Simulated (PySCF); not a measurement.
# Correlation energy of Au (gold, neutral)

Starting occupation: [Xe] 4f14 5d9 6s1 6p1, 5d3/2 with m_j = -3/2, -1/2, +1/2, +3/2, 5d5/2 with m_j = -3/2, -1/2, +1/2, +3/2, +5/2, 6s1/2 with m_j = +1/2, 6p3/2 with m_j = +3/2. Computed with PySCF 2.14 in x2c-SVPall-2c with one added diffuse shell each of s, d type (8s9p10d2f, 99 functions), with X2C-1e with screened-nucleus spin-orbit coupling, Gaussian nucleus. Frozen: [Kr] 4d10 4f14; 19 electrons correlated; the 22 highest virtual spinors left out.

MP2 pair energies summed by pair of shells (mhartree):

| pair | energy | share (%) |
| --- | --- | --- |
| 5d3/2-5d5/2 | -81.62 | 29.8 |
| 5d5/2-5d5/2 | -45.65 | 16.7 |
| 5d3/2-5d3/2 | -27.56 | 10.1 |
| 5d5/2-5p3/2 | -25.39 | 9.3 |
| 5d3/2-5p3/2 | -18.49 | 6.8 |
| 5p3/2-5p3/2 | -10.69 | 3.9 |
| 5d5/2-6s1/2 | -9.74 | 3.6 |
| 5p1/2-5p3/2 | -8.45 | 3.1 |
| 5d5/2-5p1/2 | -7.68 | 2.8 |
| 5d3/2-5p1/2 | -5.95 | 2.2 |
| 5d3/2-6s1/2 | -5.67 | 2.1 |
| 5d5/2-6p3/2 | -4.24 | 1.5 |
| 5d3/2-6p3/2 | -3.73 | 1.4 |
| 5d5/2-5s1/2 | -3.30 | 1.2 |
| 5p3/2-5s1/2 | -2.86 | 1.0 |
| 5d3/2-5s1/2 | -2.65 | 1.0 |
| 5p1/2-5p1/2 | -2.16 | 0.8 |
| 5s1/2-5s1/2 | -1.56 | 0.6 |
| 6p3/2-6s1/2 | -1.47 | 0.5 |
| 5p1/2-5s1/2 | -1.30 | 0.5 |
| 5p3/2-6s1/2 | -1.29 | 0.5 |
| 5p3/2-6p3/2 | -1.17 | 0.4 |
| 5p1/2-6s1/2 | -0.49 | 0.2 |
| 5s1/2-6s1/2 | -0.28 | 0.1 |
| 5p1/2-6p3/2 | -0.22 | 0.1 |
| 5s1/2-6p3/2 | -0.04 | 0.0 |

Total MP2 correlation energy: -273.66 mhartree.

This basis was not built for core-valence correlation, so the inner-shell part is incomplete.
